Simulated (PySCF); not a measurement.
# Electronic structure of Pd (palladium, neutral) at the PBE0 level

Configuration: [Kr] 4d10, closed-shell 1S. Calculation: PySCF 2.14, in aug-cc-pVDZ-PP with ECP28MDF; scalar relativity through the core potential.

| Property | Result |
| --- | --- |
| Total energy | -127.4337 hartree |
| One-electron energy | -227.1258 hartree |
| Hartree (Coulomb) energy | 112.5227 hartree |
| Exchange-correlation energy | -12.8307 hartree |
| ⟨S²⟩ | 0.0000 |
| ⟨L²⟩ | 0.000 |
| Sum of ⟨r⟩ | 24.24 bohr |
| Sum of ⟨r²⟩ | 41.60 bohr² |
| Time after the integrals | 0.54 s of wall time on 1 thread of Intel(R) Xeon(R) 6975P-C (shared host) |

```json
{"shell": "4s", "electrons": "2", "mean orbital energy (hartree)": "-3.34091", "rms radius, mean of both spins (bohr)": "1.02"}
{"shell": "4p", "electrons": "6", "mean orbital energy (hartree)": "-2.03521", "rms radius, mean of both spins (bohr)": "1.13"}
{"shell": "4d", "electrons": "10", "mean orbital energy (hartree)": "-0.19718", "rms radius, mean of both spins (bohr)": "1.79"}
```

Energies and moments cover only the electrons outside the core potential.
